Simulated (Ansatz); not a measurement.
C₃H₅FSn, SMILES `C#[C][SnH]([CH3])[F]`, relaxed with RKS PBE-D4/def2-SVP in Ansatz 0.2.0 from a rough embedded geometry. The force threshold is 0.03 eV/Å; the program also tests the step.

The species carries charge 0 and has multiplicity 1. Sn: def2 effective core potential.

Start:

```xyz
10

C     2.746    0.219   -0.612
C     1.699   -0.162   -0.253
Sn   -0.162   -0.802    0.451
C    -1.628    0.693   -0.082
F    -0.102   -0.883    2.422
H     3.732    0.512   -1.041
H    -0.551   -2.326   -0.170
H    -1.659    0.728   -1.217
H    -2.658    0.360    0.227
H    -1.418    1.660    0.276
```

| step | energy (eV) | largest force (eV/Å) | largest move (Å) |
| --- | --- | --- | --- |
| 1 | -11727.4346 | 7.610 | 0.000 |
| 2 | -11727.7556 | 0.672 | 0.139 |
| 3 | -11727.7721 | 0.233 | 0.049 |
| 4 | -11727.7756 | 0.187 | 0.029 |
| 5 | -11727.7771 | 0.145 | 0.015 |
| 6 | -11727.7794 | 0.018 | 0.023 |

End:

```xyz
10

C     2.802    0.205   -0.639
C     1.698   -0.181   -0.262
Sn   -0.209   -0.799    0.374
C    -1.683    0.686   -0.123
F    -0.109   -0.847    2.336
H     3.779    0.541   -0.964
H    -0.496   -2.432   -0.102
H    -1.763    0.770   -1.223
H    -2.663    0.401    0.304
H    -1.356    1.654    0.299
```

It took 6 s on 4 threads of a server CPU on a shared host, with 0.17 GiB of host memory at the peak.
